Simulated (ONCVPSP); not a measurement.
# What one change does to a pseudopotential (Mn (Z = 25), ONCV)

```
Element                 : Mn
Generator               : ONCVPSP 4.0.1
Type                    : optimised norm-conserving Vanderbilt (ONCV)
Functional              : PBE
Relativity              : fully relativistic
Frozen core             : [Ar]
Valence charge          : 7
Reference configuration : 3d5 4s1 (charge +1)
Partial waves           : 4s: rc 2.10 bohr, ncon 5, nbas 10, qcut 2.7 1/bohr, 2 projectors, debl 3.2 Ha; p scattering state at 0.14 Ha: rc 1.95 bohr, ncon 3, nbas 8, qcut 3.6 1/bohr, 2 projectors, debl 1.2 Ha; 3d: rc 1.80 bohr, ncon 4, nbas 9, qcut 9.5 1/bohr, 2 projectors, debl 2.9 Ha; f scattering state at 0.05 Ha: rc 1.65 bohr, ncon 4, nbas 7, qcut 7.4 1/bohr, 2 projectors, debl 3.1 Ha
Local potential         : polynomial inside 1.35 bohr (lpopt 3, dvloc0 0 Ha)
Core correction         : Teter function, fcfact 3.5, rcfact 1.45
```

Open shells are filled in proportion to 2j + 1.

All-electron outer shells of the reference configuration (PBE, scalar-relativistic, ld1.x):

```csv
shell,level (eV),outermost node (bohr),outermost maximum (bohr)
3p,-62.83,0.31,0.75
3d,-14.91,–,0.76
4s,-11.88,1.05,2.38
```

Change: core correction Teter function, fcfact 2.5, rcfact 1.45.

Cutoffs: the cutoffs (Ha) at which the residual kinetic energy of the hardest occupied pseudo-wave falls to 1 and 0.1 mHa per electron; they do not see the model core or the augmentation charge, which bear on the density cutoff. Errors are all-electron minus pseudo energies relative to the spin-unpolarised reference configuration.

Problem. How do hardness, ghosts and transferability respond?

Solution. The potential gets neither clearly harder nor softer (33 Ha and 37 Ha → 33 Ha and 37 Ha); of the 4 tests that both files solve, the error grows in 0 and shrinks in 3 by more than 15 % and 0.3 meV (median size 98.2 → 46.5 meV); neither file shows a bound ghost. A model core, the more so a compact one, raises the density cutoff, which this test does not measure.

```tsv
quantity	base	changed
cutoff, loose	33 Ha	33 Ha
cutoff, tight	37 Ha	37 Ha
bound ghosts	none	none
GHOST(+) flags under 300 eV	s at 58.7 eV, p1/2 at 65.1 eV, p3/2 at 68.4 eV	s at 58.7 eV, p1/2 at 65.1 eV, p3/2 at 68.4 eV
error for 3d5 4s2, meV [ΔE -8.42 eV]	-11	-3.2
error for 3d5 4s0, meV [ΔE 15.60 eV]	-37	-11
error for 3d4 4s0, meV [ΔE 48.12 eV]	-160	-82
error for 3d4 4s2 4p1, meV [ΔE -0.62 eV]	-186	-161
s: phases at 2.13 bohr within 0.05 rad from the reference energy up to (Ha; the scan ends near 5)	2.1	2.1
p3/2: phases at 1.98 bohr within 0.05 rad from the reference energy up to (Ha; the scan ends near 5)	2.4	2.4
p1/2: phases at 1.98 bohr within 0.05 rad from the reference energy up to (Ha; the scan ends near 5)	2.2	2.2
d5/2: phases at 1.82 bohr within 0.05 rad from the reference energy up to (Ha; the scan ends near 5)	to the end of the scan	to the end of the scan
d3/2: phases at 1.82 bohr within 0.05 rad from the reference energy up to (Ha; the scan ends near 5)	to the end of the scan	to the end of the scan
f7/2: phases at 1.68 bohr within 0.05 rad from the reference energy up to (Ha; the scan ends near 5)	to the end of the scan	to the end of the scan
f5/2: phases at 1.68 bohr within 0.05 rad from the reference energy up to (Ha; the scan ends near 5)	to the end of the scan	to the end of the scan
rms error of d²Exc/dni dnj with the model core, mHa	8.91	10.34
```
